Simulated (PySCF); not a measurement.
## Relaxation of doublet Se(OH)₃

Level of theory: PySCF, UB3LYP, basis Se def2-SVP, O def2-SVP, H def2-SVP (no relativity, density fitting). A (50,194) grid was used.

A start displaced from a saddle point along its imaginary mode, of C3 symmetry, held to at least that symmetry:

```xyz
7
charge 0 multiplicity 2, angstrom
Se    0.0000    0.0000    0.0118
O     1.9347    0.1007   -0.0121
O    -1.0546    1.6252   -0.0121
O    -0.8802   -1.7259   -0.0121
H     2.3324   -0.7884   -0.1200
H    -0.4834    2.4141   -0.1200
H    -1.8490   -1.6257   -0.1200
```

Optimiser trace:
```
step  E − E(last) (kJ/mol)  largest gradient (Eh/bohr)
   0                 97.03                     0.00897
   1                 79.04                     0.00692
   2                 77.60                     0.00911
   3                 69.44                     0.00875
   4                 66.86                     0.03327
   5                 64.08                     0.02293
   6                 62.07                     0.00924
   7                 60.02                     0.01882
   8                 58.94                     0.01873
   9                 53.67                     0.01703
  10                 48.21                     0.01437
  11                 37.54                     0.00998
  12                 28.43                     0.01802
  13                 16.41                     0.01947
  14                 10.82                     0.01447
  15                  6.55                     0.01362
  16                  4.99                     0.00597
  17                  3.21                     0.00761
  18                  0.94                     0.00405
  19                  0.25                     0.00177
  20                  0.04                     0.00164
  21                  0.01                     0.00016
  22                  0.00                     0.00006
```

It ends at C3v with O–H 0.972 Å (×3), Se–O 1.893 Å (×3); H–O–Se 110.1° (×3), O–Se–O 117.1° (×3) (after a last refinement on a finer grid). The frequency run here used a shortcut that can spoil soft modes, so no verdict on minimum or saddle point is given.

The relaxation took about 4 core-minutes on a shared host.
